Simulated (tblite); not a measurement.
Compound: C₆H₁₁F₃.
Structure used (GFN2-xTB), in Å, numbered top down from 1:
```
atom  x, y, z in Å
C1     1.093   -0.706    1.188
C2     0.672    0.455    0.291
C3     1.677    0.627   -0.851
F4     2.849    1.109   -0.365
F5     1.989   -0.550   -1.448
C6    -0.771    0.353   -0.248
C7    -1.798    0.412    0.878
C8    -1.016   -0.841   -1.162
F9    -0.963    1.508   -1.021
H10    2.110   -0.538    1.535
H11    1.072   -1.645    0.642
H12    0.442   -0.781    2.054
H13    0.731    1.390    0.861
H14    1.329    1.320   -1.631
H15   -1.794   -0.512    1.447
H16   -2.787    0.556    0.450
H17   -1.588    1.248    1.541
H18   -0.866   -1.768   -0.619
H19   -2.040   -0.808   -1.527
H20   -0.346   -0.818   -2.017
```

All values are computed: GFN2-xTB (tblite) harmonic vibrations without scaling, gas phase. Errors from tens to a few hundred cm⁻¹ against measured bands are possible. One conformer, not necessarily the lowest.

Harmonic wavenumbers (cm⁻¹): 42.9, 78.0, 165.3, 175.8, 206.3, 219.9, 244.9, 260.5, 289.6, 317.3, 354.5, 422.7, 453.8, 479.8, 556.3, 653.6, 775.2, 869.2, 909.6, 955.6, 966.4, 993.5, 1002.5, 1046.2, 1068.6, 1116.1, 1137.6, 1168.5, 1193.5, 1248.8, 1267.2, 1284.3, 1307.2, 1326.4, 1395.5, 1407.5, 1414.3, 1465.6, 1481.4, 1483.7, 1487.6, 1499.2, 1501.2, 2913.6, 2939.4, 3041.9, 3043.9, 3046.1, 3050.1, 3056.1, 3059.1, 3063.9, 3065.7, 3069.8.

A = 2353, B = 1113, C = 1066 MHz; mass 140.081 u (most abundant isotopes); point group C1, symmetry number 1.

Problem. Zero-point energy?

Solution. Half the sum of the wavenumbers: 35522 cm⁻¹ = 101.56 kcal/mol.

Problem. Give the ideal-gas entropy at 350 K and 1 bar in the rigid-rotor, harmonic-oscillator model (classical rotation).

Solution. Translation 41.55, rotation 29.61, vibration 35.75: S = 106.9 cal/(mol K).

Problem. And Cp and H(350 K) − H(0)?

Solution. Cp = 45.56 cal/(mol K), of which vibrations give 37.61 (their classical limit is 54 R = 107.3); H(350 K) − H(0) = 9.49 kcal/mol without the zero-point energy, 6.71 from vibrations.

Problem. How do the functions run with temperature in this model?

Solution. 
```tsv
T (K)	S (cal/(mol K))	Cp (cal/(mol K))	H − H(0) (kcal/mol)	G − H(0) (kcal/mol)	ln q(vib)
150	78.0	25.4	2.39	-9.31	2.82
250	93.4	35.4	5.44	-17.91	5.58
298.15	100.0	40.3	7.26	-22.56	6.92
400	113.3	50.5	11.89	-33.44	9.72
600	137.0	66.7	23.70	-58.52	15.12
900	167.3	82.5	46.28	-104.33	22.75
```

q(vib) and H(0) count from the zero-point level.

Problem. Blend soft modes into free rotors: weight 1/[1 + (100 cm⁻¹/ν̃)⁴] for the oscillator and the rest for a rotor with moment μB/(μ + B), μ = h/(8π²ν), B = 10⁻⁴⁴ kg m². What vibrational entropy results?

Solution. 33.45 cal/(mol K) in place of 35.75, which changes −T·S at 350 K by +0.80 kcal/mol.

Problem. What must be added to the electronic energy to get the Gibbs energy at 350 K and 1 bar?

Solution. ZPE + [H(350 K) − H(0)] − T·S = 101.56 + 9.49 − 37.42 = 73.63 kcal/mol.

Hindered rotation and anharmonicity are outside this model. Other conformers, if any are populated, would add a mixing term that is left out. The structure is chiral; the term R ln 2 for an equal mix with its mirror image is left out.
